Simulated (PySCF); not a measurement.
Basis and Hamiltonian dependence of the excitation energy of Ti

Ti [Ar] 3d2 4s2 (3F) → Ti [Ar] 3d1 4s2 5s1 (3D). All values are computed (PySCF 2.14, energy differences of UHF-based or UKS calculations, no spin-orbit coupling). Values in eV.

```tsv
basis	Hamiltonian	functions	UHF	LDA	PBE0	MP2 (valence)
aug-cc-pVDZ-DK	spin-free X2C	59	7.305	8.321	8.181	7.359
ANO-RCC-VTZP	spin-free X2C	59	9.064	9.413	9.408	9.030
x2c-TZVPPall with one added diffuse shell each of s, p, d, f type	spin-free X2C	80	7.126	8.166	7.968	7.189
aug-cc-pVTZ	non-relativistic	93	7.299	8.291	8.106	7.365
def2-QZVPPD	non-relativistic	93	7.620	8.483	8.294	7.625
x2c-QZVPPall with one added diffuse shell each of s, p, d, f, g type	spin-free X2C	121	7.094	8.105	7.917	7.179
aug-cc-pwCVTZ	non-relativistic	127	7.304	8.274	8.097	7.383
aug-cc-pwCVTZ-DK	spin-free X2C	127	7.077	8.065	7.883	7.166
aug-cc-pVQZ-DK	spin-free X2C	140	7.079	8.074	7.889	7.172
```

Frozen in the all-electron rows: valence: [Ar].

At MP2 (valence), ANO-RCC-VTZP lies more than 0.3 eV from the median of the rows with comparable relativity. Of these, ANO-RCC-VTZP has no diffuse functions of the l that the added or promoted electron needs.

Non-relativistic rows lack the scalar-relativistic shift. The upper state lies above the first ionisation limit, where it may autoionise and the basis confines it. A Rydberg-like electron needs more diffuse functions than a valence basis has.
